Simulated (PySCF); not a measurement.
Structure with atom numbers: `[CH3:1][CH2:2][SiH2:3][Cl:4]`. Hydrogens are named by the atom that carries them.

GIAO PBE0/pcSseg-1 shifts (PySCF, gas phase, non-relativistic, equivalent atoms averaged), each against references optimised in the same way as the molecule (TMS, HCl).

On the GFN2-xTB geometry: C2 13.5, C1 8.2, Si3 -11.8, Cl4 -59, H(Si3) 5.00, H(C2) 1.16, H(C1) 1.04 ppm.

What changes on the PBE0-D3(BJ)/def2-SVP geometry?

Results:


| atoms | δ (ppm) | change |
| --- | --- | --- |
| C2 | 10.6 | -2.9 |
| C1 | 7.1 | -1.1 |
| Si3 | -0.3 | +11.5 |
| Cl4 | -51 | +8 |
| H(Si3) | 4.95 | -0.05 |
| H(C2) | 0.96 | -0.20 |
| H(C1) | 0.99 | -0.05 |

Bonds between heavy atoms that differ most (equivalent bonds averaged): Si3–Cl4 2.020 → 2.077 Å, C2–Si3 1.901 → 1.873 Å. Mean change of bonds to hydrogen: C–H +0.012 Å, Si–H +0.030 Å.
